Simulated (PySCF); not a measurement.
Geometries of 2 isomers of BrGeH5OSi, from PySCF, PBE0-D3(BJ)/def2-SVP geometry optimisation, gas phase. One conformer each, no zero-point energy, no frequencies.

Question: Which isomer lies lower at this level?
A.
```xyz
9
angstrom
Si    -0.854    0.012   -0.245
O      0.452    0.403    0.713
Ge     2.189    0.622    0.541
Br     2.953   -0.895   -1.016
H     -1.316    1.213   -1.005
H     -1.948   -0.456    0.652
H     -0.499   -1.067   -1.214
H      2.480    2.028    0.001
H      2.823    0.292    1.894
```
B.
```xyz
9
angstrom
Ge    -0.671    0.583   -0.088
O      0.776   -0.464   -0.011
Si     2.406   -0.368   -0.125
Br     3.065    1.770   -0.142
H     -0.916    0.946   -1.561
H     -1.807   -0.279    0.478
H     -0.417    1.832    0.768
H      3.043   -1.008    1.055
H      2.886   -0.969   -1.398
```

Answer: B. That is `Br[SiH2][O][GeH3]`, 4.0 kcal/mol below the other.

```csv
SMILES,atoms numbered as above,E (Eh),relative (kcal/mol),relative (kJ/mol),dipole (D)
[GeH3][O][SiH2]Br,[GeH3:1][O:2][SiH2:3][Br:4],-5017.49387,0.0,0.0,1.53
[SiH3][O][GeH2][Br],[SiH3:1][O:2][GeH2:3][Br:4],-5017.48742,4.0,16.9,1.25
```
